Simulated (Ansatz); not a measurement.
Mulliken charges of `C=NB(O)F` from r2SCAN/def2-TZVPP in Ansatz (PBE0-D4/def2-TZVP geometry).

```tsv
atom	x (Å)	y (Å)	z (Å)	charge (e)
C1	-0.416	0.849	-1.115	0.029
N2	-0.377	0.525	0.093	-0.211
B3	0.503	-0.271	0.883	0.411
O4	0.254	-1.567	1.197	-0.304
F5	1.574	0.291	1.435	-0.278
H6	-1.212	1.503	-1.487	0.077
H7	0.318	0.517	-1.862	0.066
H8	-0.551	-1.904	0.800	0.209
```

By hand: the dipole of these point charges (1 e Å = 4.8032 D).

Σ q r = (-0.428, -0.050, -0.522) e Å, of length 0.677 e Å = 3.25 D.

How does the dipole of the full density compare? (An estimate is asked.)

Computed: (-0.352, -0.077, -0.570) e Å, 3.24 D; the point charges give 1.00 times that, at 8° from its direction.

Point charges leave out the atoms' own dipoles, such as those of lone pairs, and Mulliken's split depends on the basis, so the close match here is no proof of good charges.
